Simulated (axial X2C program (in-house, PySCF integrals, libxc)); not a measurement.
Estimating the spin–orbit splitting of the π levels of YI

All values were computed with an axial X2C code built on PySCF integrals. Spin-free means the one-electron spin-free X2C Hamiltonian; two-component (2c) means X2C with spin–orbit coupling and atomic mean-field two-electron Coulomb and Gaunt terms, so the difference of the two also holds small scalar two-electron terms. Basis: I dyall-cv3z [11s12p8d4f1g], Y dyall-cv3z [11s12p9d6f3g] (cores contracted in-house); Gaussian nuclei, density fitting, unrestricted open shells. Masses: I 126.904 u, Y 88.906 u.

Hartree–Fock at 2.773 Å, closed shell. Valence p splittings ε(p3/2) − ε(p1/2) of spherical Dirac–Hartree–Fock atoms with fractionally filled p shells: I 5p 1.126 eV.

```csv
"filled π level (eV), spin-free",I p share,Y p share
-10.10,0.77,0.04
```

Question: In first order a p shell splits by 3ζ/2 and a π orbital by ζ. Estimate the splitting of each π level from the shares.

Answer: level -10.10 eV: (2/3) × (0.77 × 1.126) = 0.58 eV.

The two-component Hartree–Fock calculation gives:

```csv
ε(ω = 1/2) (eV),σ share of it,ε(ω = 3/2) (eV),splitting (eV),estimate (eV)
-10.215,0.23,-9.748,0.47,0.58
```

The estimate leaves out the mixing of π1/2 with σ1/2 levels, which pushes the ω = 1/2 spinor up or down, the d and f parts of the orbital, small shares of the strongly split outer-core p shell of a metal, the Gaunt term (absent from the atomic values), and the change of the atomic p orbitals with charge; Löwdin shares depend on the basis.
